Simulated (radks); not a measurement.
Spin polarisation of the 4f1 shell in the cerium ion Ce3+. Start: [Xe] 4f(up 0.5, down 0.5); electrons of 4f are moved from spin down to spin up, other shells keep equal spins. All-electron calculation, scalar-relativistic Kohn-Sham, PBE, spin-polarised, spherical densities, finite nucleus; Fermi nuclear charge, rms radius of each element as measured or else 0.836 A^(1/3) + 0.57 fm. Program: a radial shooting solver on a logarithmic mesh with Libxc functionals.

| moment (Bohr magnetons) | E - E(0) (eV) | e(4f up) (eV) | e(4f down) (eV) | 5p down minus up (eV) | 5s down minus up (eV) | 4d down minus up (eV) |
|---|---|---|---|---|---|---|
| 0 | 0.000 | -28.646 | -28.646 | 0.000 | 0.000 | 0.000 |
| 0.25 | -0.011 | -28.732 | -28.557 | 0.095 | 0.123 | 0.195 |
| 0.5 | -0.044 | -28.815 | -28.465 | 0.190 | 0.246 | 0.389 |
| 0.75 | -0.098 | -28.894 | -28.371 | 0.285 | 0.368 | 0.584 |
| 1 | -0.175 | -28.971 | -28.273 | 0.380 | 0.491 | 0.778 |

At moment 1 the spin-polarisation energy is -0.175 eV and the 4f exchange splitting 0.698 eV, that is 0.698 eV per Bohr magneton; E = -I m^2/4 would give I = 0.699 eV.
